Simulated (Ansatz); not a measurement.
Ansatz (a first-principles code) input:

Ansatz 0.2 input:
```yaml
crystal:
  periodic: [false, false, false]
  atoms:
    - {symbol: Cl, position_ang: [-1.64709575, -0.81150088, -0.87490151]}
    - {symbol: C, position_ang: [-0.35817072, -0.14289256, 0.13857595]}
    - {symbol: Cl, position_ang: [-0.84722004, -0.18360884, 1.83995020]}
    - {symbol: Br, position_ang: [-0.00292953, 1.71220875, -0.39513723]}
    - {symbol: Br, position_ang: [1.27585503, -1.20437388, -0.09735658]}
basis:
  gaussian:
    orbitals: def2-TZVPD
hamiltonian:
  xc: {name: PBE}
total_charge: -1
magnetization: {spin_polarized: true, initial_magnetization: 1}
```

Problem. What final total energy does it print?

Solution. -6105.68297 Eh (PBE/def2-TZVPD). The basis has 243 functions.

This state (charge -1, doublet) is run at the relaxed geometry of the species with charge 0 and multiplicity 1.
